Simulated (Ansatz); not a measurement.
`C#C[SiH](N)[GaH2]`, charge 0, multiplicity 1.

(1) Give a relaxed structure at PBE0-D4/def2-TZVP (Ansatz). (Best estimate.)

## Answers

(1) Ansatz gave: 
```xyz
11

C     0.039   -2.292   -1.389
C    -0.185   -1.420   -0.583
Si   -0.398   -0.028    0.605
N    -1.620    1.110    0.191
Ga    1.770    1.022    0.601
H     0.223   -3.068   -2.097
H    -0.797   -0.654    1.892
H    -2.590    0.834    0.211
H    -1.451    1.763   -0.558
H     2.053    2.235   -0.365
H     2.956    0.498    1.491
```
This is one stationary point; other conformers may exist.
